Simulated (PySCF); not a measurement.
These compounds are isomers of formula C$_{8}$H$_{8}$O.

A. SMILES c1cc2c(cc1)C2OC
B. `C#CC1=CCCCC1=O`
C. `C=C1C=CC=C1C(C)=O`

Spectrum 1. $^{1}$H NMR (500 MHz, computed): δ 7.61 (t, 1H), 2.70 (s, 1H), 2.45 (m, 2H), 2.40 (m, 2H), 1.94 (m, 2H). $^{13}$C{$^{1}$H} NMR (computed): δ 198.3 (C), 164.2 (CH), 129.2 (C), 91.3 (CH), 83.6 (C), 42.6 (CH2), 31.2 (CH2), 27.4 (CH2).

Spectrum 2. $^{1}$H NMR (500 MHz, computed): δ 8.15 (br s, 1H), 7.32 (d, 1H), 6.80 (br s, 1H), 6.65 (m, 1H), 6.61 (m, 1H), 2.48 (s, 3H). $^{13}$C{$^{1}$H} NMR (computed): δ 197.6 (C), 155.3 (C), 149.7 (CH), 148.8 (CH2), 139.5 (CH), 136.6 (CH), 134.7 (C), 29.8 (CH3).

Spectrum 3. $^{1}$H NMR (500 MHz, computed): δ 7.77 (d, 2H), 7.59 (m, 2H), 5.55 (s, 1H), 3.75 (s, 3H). $^{13}$C{$^{1}$H} NMR (computed): δ 139.8 (C), 135.6 (CH), 120.4 (CH), 67.5 (CH), 58.5 (CH3).

[PySCF 2.14.0 with density-fitted response routines: GIAO PBE0/pcSseg-1 shieldings; GFN2-xTB geometry; in vacuum; relativity neglected; rapidly exchanging positions averaged; a single conformation]

δ = σ(ref) − σ, references computed at the same level: TMS for $^{1}$H (σref 31.72) and $^{13}$C (σref 186.93). Where no couplings were computed, multiplicities follow the n + 1 count of equivalent neighbours, and m marks all less simple cases (inequivalent or close neighbours, rings, F or P nearby). Shifts are as computed. Against solution values, carbons near 30 ppm lie about +3 ppm off and those near 130 ppm about +5 ppm. Of 1211 compounds with measured shifts, 218 miss one by over three times the rms of a fit or turn the order of signals round; such compounds aren't used in these exercises.

Match each spectrum to its structure.

Results:

1–B, 2–C, 3–A.

- Spectrum 1 (B): 8 $^{13}$C signals; δC 198.3 is a ketone carbonyl carbon; δC 164.2 is a β carbon of a C=C–C=O unit.
- Spectrum 2 (C): 8 $^{13}$C signals; δC 197.6 is a ketone carbonyl carbon; δC 155.3 is a fully substituted alkene carbon.
- Spectrum 3 (A): 5 $^{13}$C signals; δC 135.6 is an aromatic CH; δC 67.5 is a three-membered-ring carbon.
